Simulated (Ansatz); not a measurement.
A run for Ansatz (a first-principles code): R-PBE/def2-TZVPP on CH8GeSi (SMILES [SiH3][CH2][GeH3]), a point of a torsion scan.

Ansatz 0.2 input:
```yaml
crystal:
  periodic: [false, false, false]
  atoms:
    - {symbol: Si, position_ang: [1.52659865, 0.64447398, -0.03810595]}
    - {symbol: C, position_ang: [0.23907951, -0.75228169, -0.09661032]}
    - {symbol: Ge, position_ang: [-1.62086792, -0.12821090, 0.07215533]}
    - {symbol: H, position_ang: [2.86192908, 0.05423401, -0.17264217]}
    - {symbol: H, position_ang: [1.28664544, 1.58433654, -1.13568673]}
    - {symbol: H, position_ang: [1.42361065, 1.34361911, 1.24515085]}
    - {symbol: H, position_ang: [0.44366536, -1.45384809, 0.71218842]}
    - {symbol: H, position_ang: [0.33805282, -1.31247877, -1.02564664]}
    - {symbol: H, position_ang: [-2.30204656, -0.04621440, -1.25868713]}
    - {symbol: H, position_ang: [-1.73378824, 1.21737538, 0.71502237]}
    - {symbol: H, position_ang: [-2.44319545, -1.07153384, 0.90060724]}
basis:
  gaussian:
    orbitals: def2-TZVPP
hamiltonian:
  xc: {name: PBE}
scf: {lower_state_search: off}
```

It printed:

```
WARN ansatz: RAYON_NUM_THREADS=1 ignored (pool sized by the plan → 1); use --threads N
Functional definition: PBE
these checks for a lower state are left out or cut short: stability, starts, cluster_reference, orbital_swaps, neighbouring_geometries, increment
integrals: 0.17 GiB planned
1298 factors; their error is unknown
mean field: 1.08 GiB planned
mean field evaluation 1: about -65539.6972 eV, gradient 6.6e1 eV
mean field evaluation 2: about -65521.6196 eV, gradient 9.7e1 eV
mean field evaluation 4: about -65548.9931 eV, gradient 5.3e0 eV
mean field evaluation 8: about -65549.0367 eV, gradient 2.3e-1 eV
mean field evaluation 16: about -65549.0046 eV, gradient 2.2e-4 eV
mean field -65549.00455373 eV, -2408.8814866384 hartree, gradient 2.3e-6 eV, S^2 0.000000; 0 other end points of the search recorded, 0 dependent functions left out
reference -65549.00459974 eV, -2408.8814883294 hartree; 30, 30 occupied and 203, 203 virtual orbitals, 1298 factors
Total energy: -65549.00459974 eV, -2408.8814883294 hartree
Checks for a lower state left out: stability, starts, cluster_reference, orbital_swaps, neighbouring_geometries, increment
```

Self-consistency was reached.

Cost: around 2.9 core-seconds (rough).
